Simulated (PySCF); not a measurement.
SiF₂I₂, SMILES F[Si](F)(I)I.

The structure is a stationary point at B3LYP-D3(BJ)/def2-SVP. The def2 effective core potentials stand for the cores of I; spin–orbit coupling is left out.

Calculation: PBE/def2-TZVP run with PySCF.

Symmetry labels are those of the subgroup C2v that the program uses (full group C2v).

Problem. List the valence orbital energies around the gap with their symmetry. (The exact figures need the calculation; the answer reports its results.)

Solution. 
```tsv
orbital	symmetry	energy (eV)
HOMO−7	A2	-10.78
HOMO−6	B2	-10.46
HOMO−5	A1	-10.17
HOMO−4	B1	-8.71
HOMO−3	A1	-7.61
HOMO−2	B2	-7.45
HOMO−1	A2	-7.14
HOMO	B1	-6.97
LUMO	A1	-2.69
LUMO+1	B2	-0.88
LUMO+2	A1	-0.49
LUMO+3	B1	-0.35
```
